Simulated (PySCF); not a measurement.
**Computed vibrations of ErH3(H2O)**

ErH3(H2O) (singlet in the valence; each metal's 4f electrons, 11 of them, lie in its core potential, out of spins and levels). PySCF 2.14.0, RKS PBE0, Er lcecp-1-SVP with ECP57, H def2-SVP, O def2-SVP; non-relativistic Hamiltonian with scalar-relativistic core potentials where named; density fitting; no spin-orbit coupling. Central differences of gradients.

```xyz
7

Er    0.1223   -0.1349    0.1349
H     0.9835    1.4892    0.9503
H    -0.9770   -1.3190    1.3190
H     0.9835   -0.9503   -1.4892
O    -1.1855    1.2413   -1.2413
H    -1.1547    2.1979   -1.0958
H    -1.1547    1.0958   -2.1979
```

Run from Python with OMP_NUM_THREADS=2. Where DIIS fails, smearing, a level shift and second-order steps follow.
It took 47 s on 2 threads of Arm Neoverse V2 (shared host).

(1) What are the harmonic wavenumbers and infrared intensities?

(2) Is this a minimum?

An lcecp potential fixes the number of 4f electrons, so in runs with it no electron can move into or out of that shell.

Results:

(1) Modes are labelled in Cs; negative numbers are unstable modes, those under 60 cm⁻¹ near the noise; a finer grid moves soft modes by up to 10 cm⁻¹.
```json
{"cm⁻¹": "-97", "km/mol": "–", "symmetry": "a''"}
{"cm⁻¹": "143", "km/mol": "183.0", "symmetry": "a'"}
{"cm⁻¹": "215", "km/mol": "4.9", "symmetry": "a''"}
{"cm⁻¹": "256", "km/mol": "464.2", "symmetry": "a'"}
{"cm⁻¹": "339", "km/mol": "412.1", "symmetry": "a'"}
{"cm⁻¹": "378", "km/mol": "44.4", "symmetry": "a'"}
{"cm⁻¹": "511", "km/mol": "100.8", "symmetry": "a''"}
{"cm⁻¹": "555", "km/mol": "74.4", "symmetry": "a''"}
{"cm⁻¹": "565", "km/mol": "155.8", "symmetry": "a'"}
{"cm⁻¹": "1403", "km/mol": "912.9", "symmetry": "a''"}
{"cm⁻¹": "1416", "km/mol": "896.5", "symmetry": "a'"}
{"cm⁻¹": "1482", "km/mol": "53.8", "symmetry": "a'"}
{"cm⁻¹": "1603", "km/mol": "105.5", "symmetry": "a'"}
{"cm⁻¹": "3814", "km/mol": "122.9", "symmetry": "a'"}
{"cm⁻¹": "3909", "km/mol": "189.6", "symmetry": "a''"}
```

(2) No: 1 unstable; the lowest moves the atoms so:
```
Er   0.00  0.00  0.00
H   -0.39  0.31 -0.20
H    0.00  0.04  0.04
H    0.39 -0.20  0.31
O    0.00  0.02  0.02
H    0.45 -0.01  0.11
H   -0.45  0.11 -0.01
```
